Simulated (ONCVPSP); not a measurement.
**aluminium (Al): excitation energies, all-electron against ONCV**

```json
{"Element": "aluminium (Al)", "Generator": "ONCVPSP 4.0.1", "Type": "optimised norm-conserving Vanderbilt (ONCV)", "Functional": "PBE", "Relativity": "non-relativistic", "Frozen core": "[Ne]", "Valence charge": "3", "Reference configuration": "3s1 (charge +2)", "Partial waves": "3s: rc 1.85 bohr, ncon 3, nbas 7, qcut 3.9 1/bohr, 2 projectors, debl 1.6 Ha; p scattering state at 0.04 Ha: rc 2.00 bohr, ncon 3, nbas 6, qcut 4.6 1/bohr, 3 projectors, debl 3.1 Ha; d scattering state at 0.14 Ha: rc 1.45 bohr, ncon 3, nbas 7, qcut 6.9 1/bohr, 2 projectors, debl 2.9 Ha", "Local potential": "polynomial inside 1.05 bohr (lpopt 5, dvloc0 6 Ha)", "Core correction": "none"}
```

In the p channel the program set the typed energies aside and used 0.050, 3.150, 6.250 Ha.

Energies are relative to the spin-unpolarised reference configuration 3s1; without spin polarisation the order of configurations can differ from experiment.

```tsv
valence configuration	charge	ΔE all-electron (eV)	error AE − PS (meV)
3s2 3p1	0	-24.963	+51
3s2 3p0.5	+0.5	-22.873	+51
```

(1) What are ΔE and the potential's error for 3s1 3p1?

(2) What are ΔE and the potential's error for 3s2?

Levels in the configuration 3s2 3p1:

```tsv
level	all-electron (eV)	pseudo (eV)
3s	-7.730	-7.748
3p	-2.720	-2.718
```

## Answers

(1) ΔE = -13.420 eV all-electron; the error (AE − PS) is +26 meV.

(2) ΔE = -19.192 eV all-electron; the error (AE − PS) is +43 meV.
